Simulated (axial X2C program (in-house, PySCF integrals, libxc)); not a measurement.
Values are calculated unless marked as measured or tabulated.
# GeBr: input and output

Program: an in-house all-electron X2C program for linear molecules (integrals from PySCF).

Input:
```json
{"zs": [35, 32], "q": 0, "bas": ["dyall-cv3z", "dyall-cv3z"], "levels": ["PBE0", "HF", "r2SCAN0"], "cc": true, "r0": 2.35, "thr": -1.0, "nmax": 90, "npts": 10, "nst": 2, "ntry": 6}
```
```bash
python so2c.py task.json out
```

Keys: zs atomic numbers; q charge; bas basis sets; levels methods; cc coupled cluster on or off; r0 starting distance in Å; thr threshold in hartree for freezing inner shells (an s shell follows its p shell); nmax most natural virtual spinors; npts points on the curve; nst determinants followed; ntry starts of the search. HF also brings MP2.

Output of the HF step, spin-free, at R = 2.329 Å for the state M_S = 1/2, Λ = 1. It starts from PBE0 orbitals of this distance.

```
spin-free X2C-1e  HF
basis functions 210  fitting functions 1191  grid points 5803
iter        total energy     max residual
   1      -4701.666526440     2.82e-01
   2      -4701.700381848     9.54e-03
   3      -4701.701523636     6.48e-03
   4      -4701.701777644     1.23e-03
   5      -4701.701836799     5.38e-04
   6      -4701.701850084     3.42e-04
   7      -4701.701855030     1.78e-04
   8      -4701.701856574     9.17e-05
   9      -4701.701857050     5.17e-05
  10      -4701.701857188     2.62e-05
  11      -4701.701857223     5.56e-06
  12      -4701.701857225     1.62e-06
converged
one-electron -7055.05793716  Coulomb 2268.70081852  exact exchange -169.82240120  xc functional 0.00000000  nuclear repulsion 254.47766262
correlated 11  virtual 249  natural virtual 90  E(MP2) -0.236210065  MP2 remainder -0.007174851
iter   CCSD correlation   residual
   1     -0.246378548   1.13e-01
   2     -0.253291535   4.32e-02
   3     -0.254524070   1.72e-02
   4     -0.254554515   6.39e-03
   5     -0.254599518   1.96e-03
   6     -0.254600509   8.14e-04
   7     -0.254601219   2.87e-04
   8     -0.254603137   8.83e-05
   9     -0.254602338   2.90e-05
  10     -0.254602343   1.15e-05
(T) -0.011030854  T1 0.0219  D1 0.0353  max T2 0.074
```
Energies are in hartree; totals compare only within one Hamiltonian and basis. T1 in the output is the amplitude norm over the root of the electron number; divide by √2 for the Lee–Taylor value.
